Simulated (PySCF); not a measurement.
PySCF input for CH₃FO₃Si, SMILES C(O[Si@H](F)O)=O, IEF-PCM-M06-2X/def2-SVP. Coordinates come from a PBE0-D3(BJ)/def2-SVP optimisation. The structure was generated by enumeration; whether it is a known compound was not checked. Other conformers were not sampled.

```python
import numpy as np
from pyscf import gto, scf, dft
from pyscf.solvent import pcm

mol = gto.M(
    atom='''
    O     1.15973923    1.65692761    0.35051598
    C     1.51279013    0.59086821    0.78057329
    O     0.81107872   -0.53389515    0.70691647
    Si   -0.70864974   -0.64726390   -0.05972099
    O    -1.46887321    0.79013679   -0.01223159
    F    -0.37098293   -1.11602913   -1.56306751
    H     2.47951920    0.42832986    1.29841718
    H    -1.46802256   -1.70650233    0.61334518
    H    -0.84385268    1.53356625   -0.05310757
    ''',
    basis='def2-SVP',
    charge=0,
    spin=0,
    max_memory=1600,
    verbose=3,
)
mf = dft.RKS(mol, xc='m06-2x').density_fit(auxbasis='def2-universal-jkfit')
mf.grids.level = 4
mf.conv_tol = 1e-9
mf.max_cycle = 100
mf.kernel()
res = {}
for name, eps in {'water': 78.355, 'tetrahydrofuran': 7.4257, '1-octanol': 9.8629}.items():
    s = mf.PCM()
    s.with_solvent.method, s.with_solvent.eps, s.with_solvent.lebedev_order = 'IEF-PCM', eps, 29
    s.kernel(mf.make_rdm1())
    res[name] = (s.e_tot, eps, s.dip_moment(), s.mo_energy, s.converged)
    print(f'{name}: electrostatic solvation free energy {(s.e_tot - mf.e_tot) * 627.509474:.3f} kcal/mol')
```

Log of the run:

```
converged SCF energy = -654.559605820619

WARN: PCM is an experimental feature. It is still in testing.
Features and APIs may be changed in the future.

converged SCF energy = -654.568095684073
Dipole moment(X, Y, Z, Debye):  1.17088, -0.87798,  1.87151
water: electrostatic solvation free energy -5.327 kcal/mol

WARN: PCM is an experimental feature. It is still in testing.
Features and APIs may be changed in the future.

converged SCF energy = -654.56653499126
Dipole moment(X, Y, Z, Debye):  1.13105, -0.84583,  1.81473
tetrahydrofuran: electrostatic solvation free energy -4.348 kcal/mol

WARN: PCM is an experimental feature. It is still in testing.
Features and APIs may be changed in the future.

converged SCF energy = -654.566939116111
Dipole moment(X, Y, Z, Debye):  1.14144, -0.85418,  1.82941
1-octanol: electrostatic solvation free energy -4.602 kcal/mol
```

The calculation finished and met its thresholds.

Cost: about 2.5 core-minutes (a rough figure).
